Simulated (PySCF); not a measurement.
trifluoromethane (CHF3), singlet, at a GFN2-xTB geometry; B3LYP/def2-SV(P) (PySCF).

Input for PySCF:
```python
from pyscf import gto, scf, dft

mol = gto.Mole()
mol.atom = '''
    C     0.00184574    0.00147866    0.33702587
    H     0.00789083    0.00632154    1.44084271
    F     0.02727377    1.24268325   -0.13386700
    F     1.06198689   -0.64643979   -0.13124532
    F    -1.09136790   -0.59793163   -0.11966522
'''
mol.basis = 'def2-sv(p)'
mol.verbose = 4
mol.build()

mf = dft.RKS(mol)
mf.xc = 'b3lyp'
mf.kernel()
mo_i, mo_e, stable_i, stable_e = mf.stability(internal=True, external=True, return_status=True, nroots=6, tol=1e-6)
print('internally stable:', stable_i, ' externally stable:', stable_e)
if not stable_e:
    umf = mf.to_uhf() if not hasattr(mf, 'xc') else mf.to_uks()
    umf.scf_summary = {}
    umf.kernel(umf.make_rdm1(mo_e, umf.mo_occ))
```

Task: Predict the main parts of the log of this PySCF run.

Result: 
```
PySCF version 2.14.0

[INPUT] verbose = 4
[INPUT] num. atoms = 5
[INPUT] num. electrons = 34
[INPUT] charge = 0
[INPUT] spin (= nelec alpha-beta = 2S) = 0
[INPUT] symmetry False subgroup None
[INPUT] Mole.unit = angstrom
[INPUT] Symbol           X                Y                Z      unit          X                Y                Z       unit  Magmom
[INPUT]  1 C      0.001845740000   0.001478660000   0.337025870000 AA    0.003487943097   0.002794262431   0.636886591193 Bohr   0.0
[INPUT]  2 H      0.007890830000   0.006321540000   1.440842710000 AA    0.014911507596   0.011945979285   2.722798110476 Bohr   0.0
[INPUT]  3 F      0.027273770000   1.242683250000  -0.133867000000 AA    0.051539955684   2.348331002084  -0.252971967117 Bohr   0.0
[INPUT]  4 F      1.061986890000  -0.646439790000  -0.131245320000 AA    2.006864369979  -1.221594159121  -0.248017709931 Bohr   0.0
[INPUT]  5 F     -1.091367900000  -0.597931630000  -0.119665220000 AA   -2.062386432142  -1.129927021915  -0.226134492436 Bohr   0.0

nuclear repulsion = 134.27705327417
number of shells = 26
number of NR pGTOs = 100
number of NR cGTOs = 58
basis = def2-sv(p)
ecp = {}

******** <class 'pyscf.dft.rks.RKS'> ********
method = RKS
initial guess = minao
damping factor = 0
level_shift factor = 0
DIIS = <class 'pyscf.scf.diis.CDIIS'>
diis_start_cycle = 1
diis_space = 8
diis_damp = 0
SCF conv_tol = 1e-09
SCF conv_tol_grad = None
SCF max_cycles = 50
direct_scf = True
direct_scf_tol = 1e-13
XC library pyscf.dft.libxc version 7.1.2
    S. Lehtola, C. Steigemann, M. J. T. Oliveira, and M. A. L. Marques,  SoftwareX 7, 1–5 (2018)
XC functionals = b3lyp
    P. J. Stephens, F. J. Devlin, C. F. Chabalowski, and M. J. Frisch,  J. Phys. Chem. 98, 11623 (1994)
radial grids:
    Treutler-Ahlrichs [JCP 102, 346 (1995); DOI:10.1063/1.469408] (M4) radial grids

becke partition: Becke, JCP 88, 2547 (1988); DOI:10.1063/1.454033
pruning grids: <function nwchem_prune>
grids dens level: 3
symmetrized grids: False
atomic radii adjust function: <function treutler_atomic_radii_adjust>
small_rho_cutoff = 0
Set gradient conv threshold to 3.16228e-05
Initial guess from minao.
tot grids = 66712
init E= -338.441277300539
cycle= 1 E= -337.844328261622  delta_E= 0.597  |g|= 0.883  |ddm|= 2.16
cycle= 2 E= -337.691422237965  delta_E= 0.153  |g|= 1.33  |ddm|= 1.33
cycle= 3 E= -337.974176134255  delta_E= -0.283  |g|= 0.0196  |ddm|= 0.81
cycle= 4 E= -337.974236051197  delta_E= -5.99e-05  |g|= 0.00467  |ddm|= 0.0135
cycle= 5 E= -337.974238843989  delta_E= -2.79e-06  |g|= 0.000948  |ddm|= 0.00272
cycle= 6 E= -337.974239021956  delta_E= -1.78e-07  |g|= 0.000176  |ddm|= 0.000975
cycle= 7 E= -337.974239028586  delta_E= -6.63e-09  |g|= 1.74e-05  |ddm|= 0.000158
cycle= 8 E= -337.974239028629  delta_E= -4.38e-11  |g|= 1.69e-06  |ddm|= 1.12e-05
Extra cycle  E= -337.974239028629  delta_E= 1.14e-13  |g|= 1.88e-06  |ddm|= 2.36e-06
converged SCF energy = -337.974239028629
rhf_internal: lowest eigs of H = [1.76793351 1.81282089 1.86207621 1.86207945 1.98343278 1.98343636]
<class 'pyscf.dft.rks.RKS'> wavefunction is stable in the internal stability analysis
rhf_real2complex: lowest eigs of H = [0.41521471 0.44126338 0.46373293 0.46373375 0.47666305 0.47666424]
<class 'pyscf.dft.rks.RKS'> wavefunction is stable in the real -> complex stability analysis
rhf_external: lowest eigs of H = [0.35740538 0.43438166 0.43438271 0.43926596 0.45897583 0.45898339]
<class 'pyscf.dft.rks.RKS'> wavefunction is stable in the RHF/RKS -> UHF/UKS stability analysis
internally stable: True  externally stable: True
```
